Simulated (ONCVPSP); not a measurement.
# Hardness and transferability of assorted potentials

Generated with ld1.x 7.5 (TM, RRKJ, ultrasoft, PAW), atompaw 4.2 or ONCVPSP 4.0.1. The cutoff is in Ry: for ld1.x and atompaw files where the sum of valence levels is converged to 10 mRy in a Bessel basis, for ONCV files where the hardest occupied wave has 1 mHa per electron of residual kinetic energy. The error is the largest all-electron minus pseudo excitation energy over each file’s own four to seven test configurations (ionisations up to +4, promotions, holes and added fractions of an electron), all of which were solved. The labels leave out finer settings (local radius, basis sizes, second energies), which also bear on the numbers. Spin-polarised tests are not counted. The rows are a selection from randomly drawn settings: files with unsolved tests, undetermined cutoffs or missed reference levels are left out.

```csv
element,potential,cutoff (Ry),largest error (meV),bound ghosts
B,"ONCV, PBEsol, scalar-relativistic, rc 1.50/1.55/1.30 (spd), local smoothed, core correction yes, reference 2s1, qcut 5/5.4/7.8, projectors 2/2/2",21,+307,none
Al,"ONCV, LDA (Perdew-Wang 92), scalar-relativistic, rc 1.85/2.20 (sp), local smoothed, core correction no, reference 3s1.75 3p1.25, qcut 3.9/4.2, projectors 2/2",12,+75,none
Cu,"ONCV, revPBE, scalar-relativistic, rc 0.75/0.95/1.50 (spd), local smoothed, core correction yes, reference 3s2 3p6 3d8, qcut 10.3/12.4/8.4, projectors 2/3/2",475,+354,none
Ag,"ONCV, LDA (Perdew-Zunger), scalar-relativistic, rc 1.82/1.15/1.65/1.50 (spdf), local smoothed, core correction yes, reference 4s2 4p6 4d10 5s1, qcut 10.2/6.1/8.6/7.9, projectors 3/2/2/1",237,-4.4,none
Tl,"ONCV, LDA (Perdew-Wang 92), scalar-relativistic, rc 2.10/2.35 (sp), local smoothed, core correction yes, reference 6s1 6p2, qcut 2.7/2.9, projectors 2/1",41,+45,none
Pb,"ONCV, PBE, non-relativistic, rc 1.55/1.65/1.55 (spd), local d, core correction yes, reference 5s2 5p6 5d10 6s1.5 6p2.5, qcut 8.9/9.1/11.2, projectors 2/2/0",62,-0.5,none
Bi,"ONCV, PBE, scalar-relativistic, rc 1.40/1.40/1.90 (spd), local smoothed, core correction yes, reference 5s2 5p6 5d10 6s1.5 6p3.5, qcut 9.1/8.3/7.9, projectors 2/2/2",63,-9.5,none
```

Task: Fill in the row for Ta: ONCV, PW91, scalar-relativistic, rc 1.95/1.45/2.70 (spd), local smoothed, core correction yes, reference 5s2 5p6 5d3 6s2, qcut 7.5/6.5/5, projectors 2/2/1.

Result: cutoff 121 Ry, largest error -47 meV, bound ghosts: none.
